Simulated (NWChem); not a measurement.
# C3H7NSi; SMILES C#C[C@H](N)[SiH3]

```xyz
12

C     -0.8474    -2.3646     0.1126
C     -0.2616    -1.3280    -0.1778
C      0.4543    -0.0785    -0.4397
N      1.7603     0.0672     0.2270
Si    -0.6135     1.4476     0.0533
H     -1.3648    -3.2814     0.3568
H      0.6104     0.0286    -1.5376
H      2.3898    -0.6872    -0.0813
H      1.6348    -0.0819     1.2376
H      0.0392     2.6990    -0.4617
H     -0.6894     1.4951     1.5551
H     -1.9996     1.3245    -0.5161
```
Atoms are numbered in this order, from 1.

All runs: NWChem. Pople sets run with spherical d functions. Coordinates come from a PBE-D3(BJ)/def2-SVP optimisation. Not confirmed as a minimum by frequencies. Level: M05-2X/6-31G* with SMD (1 M gas to 1 M solution), gas-phase geometry. Reactions with the solvent are ignored.

For solvent toluene:

- solvation free energy (kcal/mol): -3.6
- cavity-dispersion-structure term (kcal/mol): 0.8
- dipole in solution (D): 1.36

**Question.** Estimate the same quantities for solvent 1-propanol.

**Answer.** The solvation free energy (kcal/mol) is -5.5, the cavity-dispersion-structure term (kcal/mol) is 2.0 and the dipole in solution (D) is 1.48.
